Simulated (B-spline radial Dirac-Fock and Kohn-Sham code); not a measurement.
**How the binding energies of Cd¹⁹⁺ add up**

System: the Cd¹⁹⁺ ion, configuration [Ar] 3d10 4s1; nuclear rms radius 4.6087 fm (A = 114).

Input of the calculation (task.json; shells as n, l, electrons):

```json
{"items": [{
  "Z": 48,
  "q": 19,
  "cfg": [[1, 0, 2], [2, 0, 2], [2, 1, 6], [3, 0, 2], [3, 1, 6], [3, 2, 10], [4, 0, 1]],
  "A": 114,
  "rrms": 4.6087,
  "do": ["binding"]
}]}
```

Command: `python xray_run.py task.json out`

These are calculated numbers from a radial B-spline solver; the model is Dirac-Fock ΔSCF + Breit + QED. No correlation. Energies are counted from the vacuum level. Subshells whose hole state is unreliable or did not converge are left out.

All terms are in eV, carry their sign (relaxation lowers the binding energy) and add up to the binding energy; ⟨r⟩ is the mean radius of the orbital in the initial state.

| subshell | −ε (Koopmans) | relaxation | Breit | self-energy | vacuum polarisation | binding energy | ⟨r⟩ (bohr) |
| --- | --- | --- | --- | --- | --- | --- | --- |
| K (1s) | 27403.6 | -48.03 | -55.82 | -32.36 | 4.14 | 27271.5 | 0.030 |
| L1 (2s) | 4600.1 | -19.78 | -5.19 | -3.92 | 0.46 | 4571.7 | 0.131 |
| L2 (2p1/2) | 4308.7 | -22.37 | -8.73 | 0.30 | -0.02 | 4277.9 | 0.111 |
| L3 (2p3/2) | 4114.8 | -21.41 | -5.80 | -0.07 | -0.03 | 4087.5 | 0.116 |
| M2 (3p1/2) | 1176.7 | -3.53 | -1.45 | 0.05 | 0.00 | 1171.8 | 0.343 |
| M3 (3p3/2) | 1140.0 | -3.28 | -0.90 | -0.01 | -0.01 | 1135.8 | 0.353 |
| M4 (3d3/2) | 935.9 | -4.30 | -0.53 | 0.07 | -0.01 | 931.2 | 0.324 |
| M5 (3d5/2) | 928.5 | -4.17 | -0.30 | 0.05 | -0.01 | 924.1 | 0.327 |
| N1 (4s) | 545.4 | -0.15 | -0.24 | -0.21 | 0.02 | 544.8 | 0.762 |

For the deepest level, K (1s), the Breit terms make up -0.205 % of the binding energy, QED -0.104 % and orbital relaxation -0.176 %.

Spin-orbit splittings: 2p 190.4 eV, 3p 35.96 eV, 3d 7.11 eV.

Going to the tabulated ground configuration of the next ion removes an electron from N1 (4s), computed at 544.8 eV. NIST lists 546.19 ± 0.17 eV as the ionisation energy of this species (semi-empirical), +1.35 eV from the computed value.
